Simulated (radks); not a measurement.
Problem. The antimony anion Sb3-, [Xe], held by a Watson sphere: a shell of charge +3 at radius R that stands for the Madelung well of a crystal (potential energy -3/R inside, -3/r outside, in hartree with lengths in bohr). Calculated with a radial shooting solver on a logarithmic mesh with Libxc functionals: scalar-relativistic Kohn-Sham, r2SCAN, spin-polarised, spherical densities, finite nucleus; meta-GGA in the generalised Kohn-Sham scheme; Fermi nuclear charge, rms radius of each element as measured or else 0.836 A^(1/3) + 0.57 fm.

| R (bohr) | e(4d) (eV) | e(5s) (eV) | e(5p) (eV) | <r> 5p (bohr) | sum of <r^2> (bohr^2) | X-ray form factor at sin(theta)/lambda = 0.1 1/angstrom |
|---|---|---|---|---|---|---|
| 2.42 | -34.452 | -15.887 | -7.506 | 2.711 | 83.06 | 48.969 |
| 3.25 | -32.462 | -13.469 | -6.168 | 3.036 | 97.59 | 48.421 |
| 5.2 | -30.974 | -10.466 | -3.609 | 3.753 | 135.8 | 47.564 |
| 5.86 | -30.708 | -9.986 | -3.053 | 3.979 | 150.5 | 47.408 |

Estimate the row for R = 3.46 bohr.

Solution. e(4d) (eV) -32.202; e(5s) (eV) -12.984; e(5p) (eV) -5.829; <r> 5p (bohr) 3.118; sum of <r^2> (bohr^2) 101.5; X-ray form factor at sin(theta)/lambda = 0.1 1/angstrom 48.297.
